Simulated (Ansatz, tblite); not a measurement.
Removing an electron: [CuBr2]- (CuBr2⁻). The state is a singlet with charge -1. Geometry: PBE-D4/def2-TZVPD. Ansatz, gas phase; energy differences of separate SCF runs; the oxidised species was run as a doublet alone.

Cartesian coordinates in Å:
```
Cu 0.000 0.000 0.000
Br -1.646 0.883 -1.295
Br 1.646 -0.884 1.295
```

The xTB rows come from tblite.

```
             level  −HOMO (eV)  vertical IE (eV)  −LUMO (eV)  HOMO–LUMO gap (eV)
          GFN2-xTB        4.54              8.63       -3.56                8.10
PBE0-D4/def2-TZVPD        2.48              4.30       -3.17                5.65
```

(1) Estimate the rows for GFN1-xTB, r2SCAN-D4/def2-TZVPD.

## Answers

(1) 
```tsv
level	−HOMO (eV)	vertical IE (eV)	−LUMO (eV)	HOMO–LUMO gap (eV)
GFN1-xTB	4.81	8.09	-1.91	6.72
r2SCAN-D4/def2-TZVPD	1.00	4.03	-3.07	4.08
```

Run but left out: PBE-D4/def2-TZVPD (neutral doublet: an occupied level 0.01 eV above an empty one).  Raw xTB energy differences between charge states are shifted by several eV; the methods need an empirical correction for them.
